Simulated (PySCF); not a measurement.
## Calculated data, CH$_{5}$Al$_{2}$B, CH$_{4}$B$_{2}$Cl, CH$_{5}$B$_{2}$O

All values are calculated (PySCF 2.14.0). Calculation on a computer-drawn molecule: the log of a Hartree-Fock and frozen-core CCSD(T) single point meant for a local Hartree-Fock minimum, with one planted fault or none, to be diagnosed. Offsets are logged minus clean, where the clean run is the same molecule without the fault. The reference is restricted for singlets and unrestricted otherwise, and also for a bond in bohr or an excited solution. Adding or removing an electron swaps singlet and doublet. The excited solution moves the top pair (singlet) or top alpha electron (doublet) to the lowest empty orbital. Highest occupied and lowest empty are orbital energies over both spins, largest force is the largest gradient component, triples share is (T) over the correlation energy, the T1 limit is 0.02 restricted and 0.045 unrestricted, electrons count all cores, a negative frequency is imaginary (commonest isotopes), and the dipole is about the centre of nuclear charge.

Common to all runs: meant charge 0; logged SCF converged yes; logged CC converged yes; logged SCF stable within its kind yes; possible faults no fault, one electron removed, one electron added, multiplicity raised by two, geometry at a saddle point, SCF held on an excited solution, minimal basis STO-3G, one bond length entered in bohr, all coordinates scaled.

```yaml
- entry: 1
  formula: CH5Al2B
  logged_structure:
    atoms_angstrom:
      - [B, -1.6704, -1.0241, -0.2226]
      - [C, -0.1924, -1.4152, -0.3433]
      - [Al, 0.083, -2.6649, -1.9097]
      - [Al, 0.8732, 0.2143, -0.5156]
      - [H, -2.1968, -0.3202, -1.0529]
      - [H, -2.3603, -1.4101, 0.687]
      - [H, 0.1745, -2.0243, 0.4997]
      - [H, 2.1201, 0.4299, 0.4331]
      - [H, 0.5243, 1.2912, -1.6192]
  given:
    meant_multiplicity: 1
    meant_basis: "cc-pV(D+d)Z"
    logged_electrons: 42
    logged_basis_functions: 99
    logged_spin_squared: 2.0066
    "logged_highest_occupied [eV]": -6.3751
    "logged_lowest_empty [eV]": -0.18303
    "logged_largest_force [hartree/bohr]": 0.01144
    logged_T1_diagnostic: 0.021669
    logged_D1_diagnostic: 0.08554
    logged_triples_share: 0.033287
    "logged_dipole_magnitude [debye]": 1.0342
    "logged_energy_HF [hartree]": -549.21881
    "logged_energy_CCSD(T) [hartree]": -549.6022
    drawn_bonds_atom: [1, 2, 2, 1, 1, 2, 4, 4]
    drawn_bonds_other_atom: [2, 3, 4, 5, 6, 7, 8, 9]
    drawn_bonds_order: [1, 1, 1, 1, 1, 1, 1, 1]
  results:
    planted_fault: "multiplicity raised by two"
    "HF_energy_offset_from_clean_run [kcal/mol]": 34.23
    "CCSD(T)_energy_offset_from_clean_run [kcal/mol]": 51.28
- entry: 2
  formula: CH4B2Cl
  logged_structure:
    atoms_angstrom:
      - [B, -2.6637, 2.8902, 0.0828]
      - [C, -1.4057, 2.0189, 0.3699]
      - [B, -1.1215, 1.1438, 1.6157]
      - [Cl, -2.2503, 1.1021, 2.9835]
      - [H, -3.1988, 3.514, 0.9543]
      - [H, -3.1037, 2.9485, -1.0331]
      - [H, -0.6402, 1.9878, -0.4056]
      - [H, -0.1501, 0.4579, 1.7154]
  given:
    meant_multiplicity: 2
    meant_basis: "cc-pV(D+d)Z"
    logged_electrons: 37
    logged_basis_functions: 85
    logged_spin_squared: 0.7582
    "logged_highest_occupied [eV]": -10.856
    "logged_lowest_empty [eV]": 0.13147
    "logged_largest_force [hartree/bohr]": 1.194e-05
    "logged_lowest_frequency [cm^-1]": 76.505
    logged_T1_diagnostic: 0.016441
    logged_D1_diagnostic: 0.07289
    logged_triples_share: 0.026821
    "logged_dipole_magnitude [debye]": 1.8195
    "logged_energy_HF [hartree]": -549.06922
    "logged_energy_CCSD(T) [hartree]": -549.54564
    drawn_bonds_atom: [1, 2, 3, 1, 1, 2, 3]
    drawn_bonds_other_atom: [2, 3, 4, 5, 6, 7, 8]
    drawn_bonds_order: [1, 1, 1, 1, 1, 1, 1]
  results:
    planted_fault: "no fault"
    "HF_energy_offset_from_clean_run [kcal/mol]": 0.0
    "CCSD(T)_energy_offset_from_clean_run [kcal/mol]": 0.0
- entry: 3
  formula: CH5B2O
  logged_structure:
    atoms_angstrom:
      - [B, 0.4419, 2.1335, -1.5832]
      - [C, 0.1958, 0.877, -0.701]
      - [B, 1.2027, -0.321, -0.5342]
      - [O, 0.9735, -1.356, 0.3036]
      - [H, -0.3303, 3.0538, -1.5758]
      - [H, 1.4146, 2.1985, -2.2842]
      - [H, -0.7453, 0.8266, -0.1488]
      - [H, 2.2287, -0.3613, -1.1547]
      - [H, 0.1592, -1.3003, 0.7812]
  given:
    meant_multiplicity: 2
    meant_basis: cc-pVDZ
    logged_electrons: 29
    logged_basis_functions: 81
    logged_spin_squared: 0.7565
    "logged_highest_occupied [eV]": -11.107
    "logged_lowest_empty [eV]": 0.34968
    "logged_largest_force [hartree/bohr]": 3.9512e-06
    "logged_lowest_frequency [cm^-1]": 26.586
    logged_T1_diagnostic: 0.015824
    logged_D1_diagnostic: 0.06669
    logged_triples_share: 0.024614
    "logged_dipole_magnitude [debye]": 2.0425
    "logged_energy_HF [hartree]": -165.02463
    "logged_energy_CCSD(T) [hartree]": -165.54527
    drawn_bonds_atom: [1, 2, 3, 1, 1, 2, 3, 4]
    drawn_bonds_other_atom: [2, 3, 4, 5, 6, 7, 8, 9]
    drawn_bonds_order: [1, 1, 1, 1, 1, 1, 1, 1]
  results:
    planted_fault: "no fault"
    "HF_energy_offset_from_clean_run [kcal/mol]": 0.0
    "CCSD(T)_energy_offset_from_clean_run [kcal/mol]": 0.0
```
